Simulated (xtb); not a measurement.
C4H8O2, charge +1, doublet, geometry from GFN2-xTB (a state made from the parent by changing its charge; the spin is typed, not shown lowest), atoms displaced at random by about 0.1 Å a coordinate. Base run: GFN2-xTB in xtb.

Input for xtb:
```
$ xtb mol.xyz --gfn 2 --chrg 1 --uhf 1 --opt --json

# file mol.xyz
14

C      1.30794149     0.63260213    -0.06420152
C      0.87731315    -0.89223840     0.55735985
O     -0.09513379    -1.49723484    -0.04250496
C     -1.06626319    -0.60466073    -0.64961714
C     -1.12381298     0.85468463     0.22551196
O      0.33456308     1.39051493     0.12434368
H      1.92452320     1.04242648     0.51183372
H      1.51033365     0.58587712    -1.00006407
H      1.86516509    -1.55083082     0.37092571
H      0.70063715    -0.84632703     1.57993542
H     -0.97036059    -0.31949725    -1.85669798
H     -2.14219214    -0.99784109    -0.71358165
H     -1.94012713     1.63131617    -0.48637994
H     -1.21004025     0.44713050     1.11146255
```

The base run was repeated with changes; each row names its change, and settings that it needs were set with it.

```tsv
change	ΔE vs base (mEh)	optimiser steps
base	0.000	15
alpb = acetonitrile	-85.389	15
opt level = extreme	-0.001	22
engine = inertial	0.013	-
alpb = dmso	-87.622	15
engine = lbfgs	0.000	-
opt level = loose	0.043	10
opt level = sloppy	0.088	9
opt level = tight	-0.001	16
opt level = vtight	-0.001	18
```
